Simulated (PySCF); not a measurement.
C4H5BO2. Atoms are numbered in the order given.

```xyz
12

C     -1.4364     1.6837     0.0000
C     -0.3887     0.8383     0.0000
C      1.0444     1.1607     0.0000
C      1.7423     0.0059     0.0000
O      0.9690    -1.1398     0.0000
B     -0.3669    -0.7336     0.0000
O     -1.3909    -1.6112     0.0000
H     -1.3089     2.7719     0.0000
H     -2.4627     1.3051     0.0000
H      1.4870     2.1573     0.0000
H      2.8203    -0.1580     0.0000
H     -1.0956    -2.5319     0.0000
```
Charge 0, spin multiplicity 1.

Geometry: B3LYP-D3(BJ)/def2-SVP. This is a generated structure with no PubChem entry under its InChIKey; it may be hypothetical. The values are those of a single conformer.

Computed with PBE/pcSseg-1 (PySCF).

GIAO shieldings, no solvent; atoms listed in one row are averaged. δ = σ(ref) − σ: ¹³C against TMS (σ = 182.0 ppm); ¹⁷O against H2O (σ = 334.3 ppm); ¹¹B against BF3 (σ = 83.9 ppm); ¹H against TMS (σ = 31.49 ppm), references at their B3LYP-D3(BJ)/def2-TZVP geometries, non-relativistic.

| nucleus | atoms | count | δ (ppm) |
|---|---|---|---|
| ¹³C | C4 | 1 | 159.3 |
| ¹³C | C2 | 1 | 147.8 |
| ¹³C | C1 | 1 | 133.8 |
| ¹³C | C3 | 1 | 121.9 |
| ¹⁷O | O5 | 1 | 229.7 |
| ¹⁷O | O7 | 1 | 116.3 |
| ¹¹B | B6 | 1 | 16.8 |
| ¹H | H11 | 1 | 6.94 |
| ¹H | H9 | 1 | 6.50 |
| ¹H | H8 | 1 | 6.40 |
| ¹H | H10 | 1 | 6.14 |
| ¹H | H12 | 1 | 4.61 |
